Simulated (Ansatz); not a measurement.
`N[AsH]O`. Charge 0, multiplicity 1.

```xyz
7

N     0.248   -0.624    1.090
As   -0.769    0.549    0.126
O     0.104    0.683   -1.454
H     1.007   -0.184    1.590
H     0.585   -1.432    0.584
H    -1.674   -0.549   -0.417
H     0.499    1.556   -1.518
```

(1) What are the harmonic wavenumbers in cm⁻¹ at PBE0-D4/def2-TZVP (Ansatz, finite differences of forces, unscaled)? (Best estimate.)

(2) Is this a minimum?

(3) Give the ideal-gas thermochemistry at 298.15 K and 1 bar (rigid rotor, harmonic oscillator; point group C1, symmetry number 1).

(4) And at 400, 500, 600, 800 and 1000 K?

Results:

(1) The calculation gave: 241, 264, 362, 553, 645, 698, 756, 860, 1001, 1045, 1587, 2208, 3554, 3660, 3880.

(2) Yes, all 15 modes are real.

(3) Zero-point energy 127.5 kJ/mol; H(298) − E = 142.6 kJ/mol; entropy 294.5 J/(mol·K), of which translation 167.4, rotation 100.5, vibration 26.6; G(298) − E = 54.8 kJ/mol.

(4) 
```json
{"T (K)": "400", "H − E (kJ/mol)": "150.9", "S (J/mol/K)": "318.5", "G − E (kJ/mol)": "23.6"}
{"T (K)": "500", "H − E (kJ/mol)": "160.3", "S (J/mol/K)": "339.2", "G − E (kJ/mol)": "-9.4"}
{"T (K)": "600", "H − E (kJ/mol)": "170.4", "S (J/mol/K)": "357.7", "G − E (kJ/mol)": "-44.2"}
{"T (K)": "800", "H − E (kJ/mol)": "192.4", "S (J/mol/K)": "389.3", "G − E (kJ/mol)": "-119.0"}
{"T (K)": "1000", "H − E (kJ/mol)": "216.2", "S (J/mol/K)": "415.8", "G − E (kJ/mol)": "-199.6"}
```
